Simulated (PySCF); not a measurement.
**RuOF + 2 HF → RuF₃ + H₂O**

Level: PBE0 in the def2-TZVP basis family, computed in PySCF with density fitting; scalar-relativistic core potentials for atoms from Rb on, none lighter, no spin–orbit coupling; open shells unrestricted.

```csv
species,state and structure,ZPE (kJ/mol),H(298 K) − H(0) (kJ/mol),S° (J/(mol K))
RuOF,"doublet, Cs, Ru–F 1.826 Å, Ru–O 1.611 Å; F–Ru–O 157.1°",11.3,12.0,280.8
HF,"singlet, C∞v, H–F 0.920 Å",24.9,8.7,173.6
RuF₃,"quartet, C2v, Ru–F 1.839 Å (×2), Ru–F 1.853 Å; F–Ru–F 98.3° (×2), F–Ru–F 163.4°",15.0,15.8,321.7
H₂O,"singlet, C2v, O–H 0.960 Å (×2); H–O–H 105.1°",56.5,9.9,188.7
```

Task: Is the gas-phase reaction uphill or downhill in electronic energy at this level, and by how much?

Result: At PBE0/def2-TZVP, ΔE = -137.3 kJ/mol, downhill. Ligand exchange with HF takes part in thermal etching.

Task: Add zero-point, thermal and entropy terms for 298.15 K and 1 bar.

Result: ΔZPE = 10.4 and Δ[H(298) − H(0)] = -3.7 kJ/mol give ΔH° = -130.6 kJ/mol. ΔS° = -117.6 J/(mol K), so ΔG° = -130.6 − 298.15 × (-0.1176) = -96 kJ/mol and log₁₀K = 16.7. ΔG° would change sign near 1110 K if ΔH° and ΔS° stayed fixed.

Open d or f shells are single determinants, so the state found may not be the ground state. Only the bonding shown was studied: isomers, or loss of a ligand pair, can lie lower.
